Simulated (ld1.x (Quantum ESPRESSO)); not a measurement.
Building the ultrasoft potential for Dy (PBE, scalar-relativistic).

```json
{
  "Element": "dysprosium (Dy)",
  "Generator": "ld1.x (Quantum ESPRESSO) 7.5",
  "Type": "ultrasoft",
  "Functional": "PBE",
  "Relativity": "scalar-relativistic",
  "Frozen core": "[Kr] 4d10",
  "Valence charge": "20",
  "Reference configuration": "4f9 5s2 5p6 5d1 6s2 6p0",
  "Partial waves": "5s (bound): rcut 1.65, rcutus 1.95 bohr; 6s (bound): rcut 1.65, rcutus 1.95 bohr; 5p (bound): rcut 2.50, rcutus 2.80 bohr; 6p (bound, empty): rcut 2.50, rcutus 2.80 bohr; 5d (bound): rcut 2.40, rcutus 2.85 bohr; 5d channel at 0.25 Ry: rcut 2.40, rcutus 2.85 bohr; 4f (bound): rcut 0.90, rcutus 0.95 bohr; 4f channel at -0.3 Ry: rcut 0.90, rcutus 0.95 bohr",
  "Local potential": "all-electron potential smoothed inside 1.65 bohr (lloc = -1)",
  "Core correction": "none",
  "Augmentation charge": "PSQ, inside the norm-conserving radii"
}
```

All-electron outer shells of the reference configuration (PBE, scalar-relativistic, ld1.x):

```tsv
shell	level (eV)	outermost node (bohr)	outermost maximum (bohr)
4p	-298.90	0.28	0.51
4d	-160.08	0.26	0.53
5s	-52.83	0.63	1.14
5p	-28.51	0.67	1.30
4f	-9.19	–	0.53
6s	-4.26	1.54	3.31
5d	-2.31	0.76	1.91
6p	-1.33	1.86	4.47
```

(1) Is the overlap operator S = 1 + Σ q|β⟩⟨β| positive definite (Bessel basis up to 400 Ry)?

Results:

(1) No: its lowest eigenvalue is -7.298, in the s channel, so the generalised eigenproblem breaks down once the basis is large enough.

Its largest configuration-test error is -1280 meV (4f10 5s2 5p6 5d0 6s1 6p0), which is poor. Test run stopped at test 4 of 7 (negative rho).

The ghost test of this file was not conclusive. Its overlap operator is not positive definite in a basis up to 400 Ry (lowest eigenvalue s -7.30, p -0.47), so the file is unfit for use: the generalised eigenproblem breaks down once the basis is large enough, and its test numbers describe a broken file.
